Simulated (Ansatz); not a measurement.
Mulliken charges of `C[O][Sn]([SH])([Cl])[Cl]` from r2SCAN/def2-TZVPP in Ansatz (PBE0-D4/def2-TZVP geometry).

```tsv
atom	x (Å)	y (Å)	z (Å)	charge (e)
C1	0.275	-1.484	-0.850	0.005
O2	0.139	-0.075	-0.819	-0.512
Sn3	-0.214	0.844	0.850	1.143
S4	-0.337	3.136	0.304	-0.307
Cl5	1.455	0.337	2.363	-0.334
Cl6	-2.153	0.003	1.780	-0.334
H7	1.117	-1.827	-0.240	0.068
H8	0.463	-1.769	-1.888	0.064
H9	-0.636	-1.991	-0.513	0.068
H10	-0.109	2.826	-0.987	0.139
```

Problem. By hand: the dipole of these point charges (1 e Å = 4.8032 D).

Solution. Σ q r = (0.069, -0.061, -0.400) e Å, of length 0.410 e Å = 1.97 D.

Problem. How does the dipole of the full density compare? (An estimate is asked.)

Solution. Ansatz gave: (0.058, -0.033, -0.346) e Å, 1.69 D; the point charges give 1.17 times that, at 3° from its direction.

Point charges leave out the atoms' own dipoles, such as those of lone pairs, and Mulliken's split depends on the basis, so the two needn't agree.
